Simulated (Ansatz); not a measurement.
Consider the formal exchange of groups at the Si–O bond: `CO[Si](C)(O)F` + GeH₄ → `CO[Si](C)(F)[GeH3]` + H₂O.

Calculated with Ansatz (gas phase, PBE0-D4/def2-TZVP geometries, no zero-point term in ΔE). CCSD(T)/CBS adds triple-zeta CCSD(T) − MP2 to the extrapolated MP2 energy (def2 sets, frozen cores). This one scheme is used for every species. DFT in def2-TZVPP. B3LYP here is the variant with VWN-RPA as its local correlation; programs differ in this. For Ge outer-core shells are correlated without core-valence functions, which leaves a few kJ/mol of doubt a bond. Scalar relativity is left out up to krypton. One conformer a species, not always the lowest.

| level | ΔE (kJ/mol) | difference from CCSD(T)/CBS |
| --- | --- | --- |
| r2SCAN-D4 | 114.6 | 4.8 |
| ωB97X-V | 115.3 | 5.5 |
| B2PLYP | 119.8 | 10.0 |
| r2SCAN | 115.8 | 6.0 |
| B3LYP | 118.6 | 8.8 |
| MP2/def2-TZVPP | 116.2 | 6.4 |
| CCSD/def2-TZVPP | 118.7 | 8.9 |
| MP2/def2-QZVPP | 113.8 | 4.0 |
| SCS-MP2/def2-QZVPP | 119.0 | 9.2 |
| CCSD/CBS(def2) | 113.6 | 3.8 |
| CCSD(T)/CBS | 109.8 | 0 |

Largest T1 diagnostic among the species: 0.012.

The D4 term adds −6.5 kJ/mol with B3LYP and −4.0 kJ/mol with PBE0; it sums over pairs of atoms, weighted by their polarisabilities, and B3LYP, whose exchange is more repulsive, gets the larger term. In def2-TZVPP, CCSD(T) changes the Hartree–Fock value by −29.3 kJ/mol (the triples alone add −3.8 kJ/mol) and MP2 by −28.0 kJ/mol.
